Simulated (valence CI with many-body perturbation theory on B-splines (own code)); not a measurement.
**Hyperfine factors and g values of Eu57+**

Calculated by valence CI with perturbative core correlation (CI+MBPT): four valence electrons over a frozen Dirac-Fock core [He], a basis of 11 s, 11 p, 10 d, 8 f, 5 g, 2 h functions for each j, with the one-electron correlation potential Σ1 (screened to all orders), the two-electron term Σ2, the three-electron term Σ3, Breit, model QED; selected single and double excitations, second order for the rest, scaled by the run's own slope (own B-spline code, finite nucleus).

No measured spectrum was set against this ion. As an estimate, large intervals hold to a few tenths of a per cent, small ones and those within an open d or f shell to about a per cent. Among the levels kept, up to 910 cm⁻¹ of a level comes from second order outside the variational space, and about a tenth of that is noise between levels of different J, which matters for small intervals.

A/g_I is the dipole constant over the nuclear g factor μ/I (μ in nuclear magnetons, uniformly magnetised nucleus), B/Q the quadrupole constant per barn. Both hold the static response of the core; the bare values leave it out. Large factors of s and p1/2 electrons are usually good to 5 to 10 %; those of open d and f shells near neutrality can be off by tens of per cent, and small factors of p3/2, d and f electrons come from cancelling terms and can be off by a factor of two or in sign, in half-filled shells by more. B is blank for J = 1/2, where it vanishes, and for nearly pure S terms. Energies count from the lowest level. Levels with J = 0 are left out.

Levels are named by their leading jj configuration (3d3/2^4 stands for four electrons in 3d with j = 3/2), which in mixed levels can hold well under half, so a name can repeat and another be missing. Letters in brackets count levels of one name in rising energy.

| Level | E (× 10³ cm⁻¹) | g | A/g_I (MHz) | A/g_I bare | B/Q (MHz/b) | B/Q bare |
| --- | --- | --- | --- | --- | --- | --- |
| (2s^2 2p1/2 2p3/2) J=1 | 5427.2 | 1.477 | -308000 | -288000 | 485000 | 486000 |
| (2s^2 2p1/2 2p3/2) J=2 | 5566.9 | 1.150 | 1300000 | 1310000 | 888000 | 890000 |
| (2s 2p1/2^2 2p3/2) J=2 | 7315.8 | 1.526 | 3210000 | 3190000 | 905000 | 906000 |
| (2s 2p1/2^2 2p3/2) J=1 | 7898.8 | 1.103 | -2230000 | -2170000 | 578000 | 579000 |
| (2s^2 2p3/2^2) J=2 | 11128 | 1.297 | 507000 | 519000 | 78200 | 78300 |
| (2s 2p1/2 2p3/2^2) J=2 [a] | 12561 | 1.551 | 2330000 | 2320000 | 225000 | 225000 |
| (2s 2p1/2 2p3/2^2) J=3 | 12885 | 1.305 | 2870000 | 2850000 | -1690 | -1720 |
| (2s 2p1/2 2p3/2^2) J=1 [a] | 13417 | 1.300 | -2310000 | -2250000 | -391000 | -391000 |
| (2s 2p1/2 2p3/2^2) J=2 [b] | 13498 | 1.058 | -143000 | -116000 | -154000 | -154000 |
| (2s 2p1/2 2p3/2^2) J=1 [b] | 13526 | 1.319 | 6810000 | 6740000 | 207000 | 207000 |
| (2p1/2^2 2p3/2^2) J=2 | 15506 | 1.319 | 468000 | 492000 | 73200 | 73300 |
| (2s 2p3/2^3) J=2 | 18676 | 1.427 | 3270000 | 3250000 | -984000 | -986000 |
| (2s 2p3/2^3) J=1 | 19238 | 1.176 | -2270000 | -2210000 | -391000 | -392000 |
| (2p1/2 2p3/2^3) J=1 | 21029 | 1.478 | -343000 | -307000 | -481000 | -481000 |
| (2p1/2 2p3/2^3) J=2 | 21172 | 1.128 | 1300000 | 1310000 | -1040000 | -1040000 |
| (2s^2 2p1/2 3s) J=1 | 57770 | 1.313 | 3550000 | 3520000 | -12900 | -13000 |
| (2s^2 2p1/2 3p1/2) J=1 | 58309 | 0.644 | 2440000 | 2430000 | -3150 | -3150 |
| (2s 2p1/2^2 3s) J=1 | 59432 | 2.008 | 6980000 | 6900000 | 14800 | 14900 |
| (2s 2p1/2^2 3p1/2) J=1 | 60061 | 1.366 | 6140000 | 6070000 | -4310 | -4310 |
| (2s^2 2p1/2 3p3/2) J=2 | 60067 | 1.152 | 1050000 | 1050000 | 275000 | 275000 |
| (2s^2 2p1/2 3p3/2) J=1 | 60091 | 1.527 | -370000 | -364000 | 128000 | 128000 |
| (2s^2 2p1/2 3d3/2) J=2 | 60507 | 0.748 | 1010000 | 1000000 | 60000 | 60500 |
| (2s^2 2p1/2 3d3/2) J=1 | 60701 | 0.837 | -712000 | -709000 | 20600 | 20800 |
| (2s^2 2p1/2 3d5/2) J=2 | 61048 | 1.282 | -545000 | -542000 | 52300 | 52700 |
| (2s^2 2p1/2 3d5/2) J=3 | 61077 | 1.099 | 655000 | 652000 | 46900 | 47500 |
| (2s 2p1/2^2 3p3/2) J=2 | 61788 | 1.515 | 2920000 | 2890000 | 269000 | 269000 |
| (2s 2p1/2^2 3p3/2) J=1 | 61826 | 1.125 | -2670000 | -2630000 | 143000 | 143000 |
| (2s 2p1/2^2 3d3/2) J=1 | 62223 | 0.457 | -2750000 | -2720000 | 23000 | 23200 |
| (2s 2p1/2^2 3d3/2) J=2 | 62266 | 1.134 | 2810000 | 2780000 | 45600 | 46000 |
| (2s 2p1/2^2 3d5/2) J=3 | 62744 | 1.342 | 1930000 | 1910000 | 40600 | 41200 |
| (2s 2p1/2^2 3d5/2) J=2 | 62873 | 1.019 | -1760000 | -1740000 | 34200 | 34700 |

(1) Take the isotope of mass number 151, with I = 5/2, μ = 3.4635 μN and Q = 0.903 b. What is the hyperfine structure of (2s 2p1/2 2p3/2^2) J=3?

## Answers

(1) From the table A = 3980000 MHz, B = -1530 MHz. Shifts from the centre of gravity in MHz: F = 1/2: -3.98e+07, F = 3/2: -3.38e+07, F = 5/2: -2.39e+07, F = 7/2: -9950000, F = 9/2: 7960000, F = 11/2: 2.98e+07.
